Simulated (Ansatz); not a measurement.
As₆Se. The state is a singlet with charge 0. Geometry r2SCAN-D4/def2-SVP, basis def2-TZVP, Ansatz.

```xyz
7

As    0.9577   -1.2735    1.3113
As    2.0022    0.1075   -0.4879
As   -0.5744    0.6268    1.8803
As    0.1497    0.7070   -1.9582
As    0.4700    2.0077    0.0811
As   -1.4102   -1.3552    0.7289
Se   -1.5950   -0.8202   -1.5555
```

```json
{"run": "A", "HOMO (eV)": "-5.74", "LUMO (eV)": "-3.14"}
{"run": "B", "HOMO (eV)": "-5.47", "LUMO (eV)": "-3.14"}
{"run": "C", "HOMO (eV)": "-6.40", "LUMO (eV)": "-2.49"}
{"run": "D", "HOMO (eV)": "-8.70", "LUMO (eV)": "-0.60"}
{"run": "E", "HOMO (eV)": "-5.25", "LUMO (eV)": "-2.91"}
```

LC-ωPBE has ω = 0.4 bohr⁻¹. The structure comes from a short search, and lower isomers may exist.

Problem. The runs used BLYP, LC-ωPBE, PBE, PBE0, r2SCAN. Estimate which is which.

Solution. A r2SCAN (0 % exact exchange); B PBE (0 % exact exchange); C PBE0 (25 % exact exchange); D LC-ωPBE (range-separated); E BLYP (0 % exact exchange). Exact exchange lowers occupied and raises empty levels; among semilocal functionals meta-GGAs tend to open the gap a little, and such runs are hard to tell apart. The gap grows from 2.33 eV (PBE) to 8.10 eV (LC-ωPBE).
